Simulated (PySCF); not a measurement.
Two species compared at the same levels of theory.

First species: C6H9FS.
Atom-mapped SMILES: `[CH3:1][S:2][C@H:3]([CH3:4])[C:5]#[C:6][CH2:7][F:8]` (hydrogens: H9, H10, H11 on C1; H12 on C3; H13, H14, H15 on C4; H16, H17 on C7)

Second species: CH11NSi3.
InChI=1S/CH11NSi3/c1-5-2(3)4/h5H2,1,3-4H3

Levels: CAM-B3LYP/def2-SVPD for dipole moment, HOMO energy, LUMO energy, HOMO–LUMO gap, static isotropic polarisability and electronic spatial extent ⟨r²⟩ about the centre of nuclear charge; TDDFT CAM-B3LYP/def2-SVPD for lowest singlet excitation; TDA CAM-B3LYP/def2-SVPD for lowest triplet excitation (Tamm–Dancoff); GFN2-xTB for rotational constant A and rotational constant C. Geometries: GFN2-xTB. Each structure is a single optimised conformer of the isolated species, non-relativistic unless stated. Electronic properties by PySCF.

Dipoles, sizes and rotational constants follow the conformer. The torsions of the flexible species, by atom-mapped SMILES:
- `[CH3:1][S:2][C@H:3]([CH3:4])[C:5]#[C:6][CH2:7][F:8]`: C1–S2–C3–C4 65°
- `[CH3:1][SiH2:2][N:3]([SiH3:4])[SiH3:5]`: C1–Si2–N3–Si4 29°

```csv
property,column X,column Y
dipole moment,0.64 D,0.68 D
HOMO energy,-8.69 eV,-7.84 eV
LUMO energy,0.92 eV,0.95 eV
HOMO–LUMO gap,9.61 eV,8.79 eV
lowest singlet excitation,6.29 eV,5.28 eV
lowest triplet excitation (Tamm–Dancoff),5.99 eV,4.73 eV
static isotropic polarisability,96.0 au,94.0 au
electronic spatial extent ⟨r²⟩ about the centre of nuclear charge,1070 bohr²,1600 bohr²
rotational constant A,2.945 GHz,2.779 GHz
rotational constant C,1.186 GHz,0.723 GHz
```

(1) Which column belongs to which species?

(2) How does each property change from the first species to the second?

Results:

(1) Column X is the second species and column Y the first. The first has 17 atoms and 70 electrons, the second 16 and 66.

(2) dipole moment -0.04 D; HOMO energy -0.85 eV; LUMO energy -0.03 eV; HOMO–LUMO gap +0.82 eV; lowest singlet excitation +1.01 eV; lowest triplet excitation (Tamm–Dancoff) +1.26 eV; static isotropic polarisability +2.0 au; electronic spatial extent ⟨r²⟩ about the centre of nuclear charge -530 bohr²; rotational constant A +0.166 GHz; rotational constant C +0.463 GHz.

On the first: The vertical singlet–triplet gap S1 − T1 is 0.55 eV (TDDFT singlet less Tamm–Dancoff triplet). No computed singlet falls in the visible range (750 to 380 nm, 1.65 to 3.26 eV); S1 lies 2.02 eV above its blue end.

On the second: The principal polarisabilities are 83.6, 98.1 and 106.2 au; their mean is the isotropic value. No computed singlet falls in the visible range (750 to 380 nm, 1.65 to 3.26 eV); S1 lies 3.03 eV above its blue end.
